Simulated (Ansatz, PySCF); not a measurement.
Ways to break one bond of FCC(F)(F)F [1,1,1,2-tetrafluoroethane]:

A. FCC(F)(F)F [1,1,1,2-tetrafluoroethane] -> FC[C](F)F + F atom
B. FCC(F)(F)F → F atom + [CH2]C(F)(F)F
C. FCC(F)(F)F [1,1,1,2-tetrafluoroethane] → [CH2]F + F[C](F)F

Quantity: bond dissociation energy (enthalpy at 298 K, with B3LYP-D3(BJ) rigid-rotor harmonic-oscillator terms), kcal/mol. Structures are relaxed separately at B3LYP-D3(BJ)/def2-TZVP in Ansatz (an electronic-structure program), one conformer each, not searched for the lowest. Frequencies are from Ansatz or PySCF. Valence correlation only, unless marked. UHF or UKS for open shells. No spin-orbit coupling. Non-relativistic. CBS(X,Y): correlation extrapolated as X^-3; Hartree-Fock from the larger set. [CCSD(T)-MP2]/basis is that difference in the basis named.

|  | B2GP-PLYP-D3(BJ)/def2-TZVPD (Ansatz + dftd3) | MP2/6-31G (Ansatz) | MP2/cc-pVTZ (Ansatz) | RI-MP2/CBS(cc-pVTZ,cc-pVQZ)+[CCSD(T)-MP2]/cc-pVTZ (Ansatz) |
|---|---|---|---|---|
| A | 123.6 | 103.6 | 132.5 | … |
| B | 107.9 | 85.3 | 114.4 | … |
| C | 94.5 | 93.7 | 99.9 | … |

Question: Some entries are withheld; supply them.

Answer: 
- A, RI-MP2/CBS(cc-pVTZ,cc-pVQZ)+[CCSD(T)-MP2]/cc-pVTZ (Ansatz): 128.2
- B, RI-MP2/CBS(cc-pVTZ,cc-pVQZ)+[CCSD(T)-MP2]/cc-pVTZ (Ansatz): 111.3
- C, RI-MP2/CBS(cc-pVTZ,cc-pVQZ)+[CCSD(T)-MP2]/cc-pVTZ (Ansatz): 99.4
